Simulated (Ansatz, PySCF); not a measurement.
CHCl2FOSi. Atoms are numbered in the order given.

```xyz
7

O     -2.2838    -0.9907    -0.7690
C     -1.8501    -0.0684    -0.1236
Si     0.0166     0.0819     0.3071
F      0.1756     0.1862     1.9101
Cl     1.0392    -1.5410    -0.3682
Cl     0.7305     1.8207    -0.5044
H     -2.5272     0.7597     0.2384
```

The structure is a stationary point at r2SCAN-D4/def2-SVP. This is a generated structure with no PubChem entry under its InChIKey; it may be hypothetical. The values are those of a single conformer.

Vertical ionisation energy (IE) and electron affinity (EA) in eV. Rows of orbital energies are one-electron estimates. Where ΔSCF, EOM or ADC give a negative EA the extra electron is unbound and the value depends on the basis.

| level | IE | EA |
|---|---|---|
| −ε(HOMO), −ε(LUMO), ωB97X/def2-TZVP (PySCF) | 10.30 | 0.12 |
| −ε(HOMO), −ε(LUMO), PBE/def2-TZVP (PySCF) | 6.37 | 3.58 |
| ΔSCF, PBE0/def2-SVPD (Ansatz), final states of multiplicity 2 and 2 | 10.30 | 0.57 |
| ΔSCF, PBE/def2-SVPD (Ansatz), final states of multiplicity 2 and 2 | 9.98 | 0.59 |

**Question.** What vertical singlet–triplet gap does ΔSCF give with PBE0/def2-SVPD (Ansatz, a program for electronic structure) and with PBE/def2-SVPD (Ansatz)? (An estimate is asked for; the answer gives what the named calculation found.)

**Answer.** 2.46 and 2.47 eV (triplet above singlet where positive).
